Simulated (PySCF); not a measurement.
C$_{3}$H$_{3}$ (SMILES [C]#CC), doublet, geometry from GFN2-xTB. Base run: BLYP/6-31G run with PySCF.

Geometry (Å):
```xyz
6

C      1.5287    -0.0117     0.0307
C      0.3344    -0.0026     0.0067
C     -1.1224     0.0086    -0.0226
H     -1.4718    -0.6972    -0.7742
H     -1.5034    -0.2791     0.9559
H     -1.4688     1.0104    -0.2710
```
Charge 0, spin multiplicity 2.
Orbitals are unrestricted.
All else is at PySCF's defaults.
Base energy -115.85199 Eh.

The base run was repeated with changes; each row names its change, and settings that it needs were set with it.

```json
[
 {"change": "base", "ΔE vs base (mEh)": "0.000", "grid points": "71784", "electrons on the grid": "21.00000"},
 {"change": "grids.radi_method = gauss_chebyshev", "ΔE vs base (mEh)": "0.000", "grid points": "69624", "electrons on the grid": "21.00000"},
 {"change": "grids.becke_scheme = stratmann", "ΔE vs base (mEh)": "0.000", "grid points": "71784", "electrons on the grid": "21.00000"},
 {"change": "grids.level = 5", "ΔE vs base (mEh)": "0.000", "grid points": "199560", "electrons on the grid": "21.00000"},
 {"change": "grids.radi_method = delley", "ΔE vs base (mEh)": "0.000", "grid points": "76320", "electrons on the grid": "21.00000"},
 {"change": "grids.atom_grid = (75, 302)", "ΔE vs base (mEh)": "0.000", "grid points": "86872", "electrons on the grid": "21.00000"},
 {"change": "grids.level = 2", "ΔE vs base (mEh)": "0.000", "grid points": "49744", "electrons on the grid": "21.00000"},
 {"change": "grids.prune = off", "ΔE vs base (mEh)": "0.000", "grid points": "113256", "electrons on the grid": "21.00000"},
 {"change": "grids.atom_grid = (30, 110)", "ΔE vs base (mEh)": "0.012", "grid points": "14760", "electrons on the grid": "21.00018"},
 {"change": "grids.atom_grid = (99, 590)", "ΔE vs base (mEh)": "0.000", "grid points": "193648", "electrons on the grid": "21.00000"},
 {"change": "grids.level = 0", "ΔE vs base (mEh)": "-30.131", "grid points": "5120", "electrons on the grid": "21.01504"}
]
```

Open shells are given as the SCF converged; they aren't shown to be the lowest states, and a large step between rows can be another state.
